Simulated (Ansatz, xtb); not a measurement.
# Relative energy of two isomers of C7H4ClN

Structure a is `C#Cc1ccnc(Cl)c1`, a singlet and structure b is `C#Cc1ccc(Cl)nc1`, a singlet. Both are isolated molecules in the gas phase, relaxed with B3LYP-D3(BJ)/def2-SVP.

a (Å):

```csv
atom,x (Å),y (Å),z (Å)
C,-1.3585,2.0473,1.8702
C,-0.5766,1.2473,1.4014
C,0.3464,0.3036,0.8509
C,1.2791,-0.3666,1.6685
C,2.1517,-1.2740,1.0744
C,1.2784,-0.9154,-0.9936
C,0.3481,0.0184,-0.5238
Cl,1.2908,-1.2802,-2.7064
N,2.1535,-1.5459,-0.2356
H,-2.0513,2.7558,2.2845
H,1.3124,-0.1751,2.7415
H,2.8879,-1.8106,1.6824
H,-0.3496,0.5057,-1.2035
```

b (Å):

```xyz
13

C    -1.5369    1.8907    2.0872
C    -0.7350    1.1907    1.5044
C     0.2076    0.3686    0.8156
C     1.0164   -0.5649    1.4959
C     1.9176   -1.3402    0.7780
C     1.9763   -1.1499   -0.6105
C     0.3668    0.4600   -0.5813
Cl    3.1014   -2.1125   -1.5405
N     1.2310   -0.2837   -1.2687
H    -2.2472    2.5107    2.6012
H     0.9293   -0.6719    2.5787
H     2.5614   -2.0733    1.2640
H    -0.2401    1.1711   -1.1506
```

Quicker runs give these differences E(b) − E(a): GFN2-xTB −0.23 kJ/mol; HF/STO-3G −0.90 kJ/mol (at GFN2-xTB geometries); r2SCAN-D4/def2-SVP −2.80 kJ/mol (at GFN2-xTB geometries).

**Question.** Estimate E(b) − E(a) at the level CCSD(T)/def2-SVP + ΔMP2/def2-TZVPP.

**Answer.** CCSD(T)/def2-SVP + ΔMP2/def2-TZVPP gives E(b) − E(a) = −1.05 kJ/mol, slightly favouring structure b, which is too small a margin to settle the true order.

The same difference at several levels:

```tsv
level	geometry	E(b) − E(a) (kJ/mol)	departure from the last row (kJ/mol)	job, with rough time for the two
GFN2-xTB	GFN2-xTB	−0.23	+0.82	optimisation, 0.23 s
HF/STO-3G	GFN2-xTB	−0.90	+0.15	single point, 0.98 s
r2SCAN-D4/def2-SVP	GFN2-xTB	−2.80	−1.75	single point, 5.6 s
B3LYP-D3(BJ)/def2-SVP	B3LYP-D3(BJ)/def2-SVP	−2.49	−1.44	optimisation, 64 s
HF/def2-SVP	B3LYP-D3(BJ)/def2-SVP	−3.63	−2.58	part of the CCSD(T) run
MP2/def2-SVP	B3LYP-D3(BJ)/def2-SVP	−0.26	+0.79	part of the CCSD(T) run
CCSD(T)/def2-SVP	B3LYP-D3(BJ)/def2-SVP	−1.69	−0.64	single point
CCSD(T)/def2-SVP + ΔMP2/def2-TZVPP	B3LYP-D3(BJ)/def2-SVP	−1.05		single point, 2.3 min
```

As drawn, both hold the same kinds of bond in the same numbers.

The largest departure from CCSD(T)/def2-SVP + ΔMP2/def2-TZVPP is that of HF/def2-SVP, 2.58 kJ/mol. The last row adds to CCSD(T) the change of the MP2 difference between the two basis sets, here +0.64 kJ/mol.

With thermal terms from frequencies at re-optimised GFN2-xTB minima (ideal gas, soft modes damped towards free rotors, one conformer each, 298.15 K, 1 atm): on the last row, ΔE + ΔZPE = −1.16, ΔH = −1.11, ΔG = −0.99 kJ/mol.

The correlated steps freeze 13 core orbitals. Run with Ansatz 0.2.0, xtb 6.7.1; the last row on 2 threads of Intel(R) Xeon(R) Platinum 8375C CPU @ 2.90GHz (Ice Lake) on a shared host.
